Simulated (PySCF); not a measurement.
Species: `C[S@@](=O)c1ccccn1`. The columns A, B, C and D hold Mulliken, IAO, Hirshfeld and ESP-fitted charges (e) of one PBE0/pcSseg-1 density (PySCF), in a shuffled order. Coordinates in Å (GFN2-xTB); the density's dipole moment is (-2.71, 0.35, 2.38) D.

| atom | x | y | z | A | B | C | D |
| --- | --- | --- | --- | --- | --- | --- | --- |
| C1 | 2.540 | 0.408 | 0.833 | -0.133 | -0.572 | -0.388 | -0.357 |
| S2 | 1.863 | 0.433 | -0.886 | +0.339 | +1.111 | +0.717 | +0.229 |
| O3 | 2.215 | -0.853 | -1.494 | -0.362 | -0.911 | -0.622 | -0.436 |
| C4 | 0.137 | 0.219 | -0.308 | +0.033 | -0.038 | -0.117 | +0.455 |
| C5 | -0.559 | -0.925 | -0.657 | -0.050 | -0.180 | -0.044 | -0.234 |
| C6 | -1.867 | -1.043 | -0.216 | -0.021 | -0.113 | +0.004 | +0.053 |
| C7 | -2.411 | -0.012 | 0.536 | -0.048 | -0.180 | -0.177 | -0.449 |
| C8 | -1.620 | 1.093 | 0.817 | +0.022 | -0.008 | +0.156 | +0.391 |
| N9 | -0.369 | 1.209 | 0.403 | -0.156 | -0.286 | -0.423 | -0.602 |
| H10 | 2.320 | -0.551 | 1.291 | +0.049 | +0.163 | +0.150 | +0.139 |
| H11 | 3.613 | 0.552 | 0.770 | +0.053 | +0.166 | +0.155 | +0.178 |
| H12 | 2.072 | 1.221 | 1.376 | +0.044 | +0.173 | +0.156 | +0.123 |
| H13 | -0.067 | -1.685 | -1.244 | +0.053 | +0.185 | +0.118 | +0.133 |
| H14 | -2.451 | -1.919 | -0.457 | +0.063 | +0.166 | +0.107 | +0.130 |
| H15 | -3.427 | -0.062 | 0.895 | +0.058 | +0.164 | +0.103 | +0.194 |
| H16 | -1.997 | 1.924 | 1.398 | +0.055 | +0.161 | +0.106 | +0.052 |

**Question.** Which column most likely holds the ESP-fitted charges?

**Answer.** D. Σ q r misses the density's dipole by 0.05 D (D), 1.65 D (A), 1.82 D (C), 3.66 D (B). Charges fitted to the outside potential are the only set here that is tied to the molecule's multipoles.

**Question.** And the Hirshfeld charges?

**Answer.** A. The mean sizes are 0.096 e (A), 0.221 e (C), 0.260 e (D), 0.286 e (B), and Hirshfeld charges are commonly the smallest of these schemes.

As computed, A = Hirshfeld, B = IAO, C = Mulliken, D = ESP-fitted. Hydrogens on carbon: Hirshfeld +0.04 to +0.06, IAO +0.16 to +0.18, Mulliken +0.10 to +0.16, ESP-fitted +0.05 to +0.19 e.

The Mulliken scheme counts on each atom the diagonal of the density matrix times the overlap matrix over that atom's basis functions. The ESP scheme fits charges at the nuclei, held to the total charge, to the electrostatic potential on points at 1.4 to 2.0 times the van der Waals radii.

The structure is a single GFN2-xTB conformer in the gas phase; no vibrational or solvent corrections.

The values belong to the conformer `[CH3:1][S@@:2](=[O:3])[c:4]1[cH:5][cH:6][cH:7][cH:8][n:9]1`: C1–S2–C4–C5 -116°.
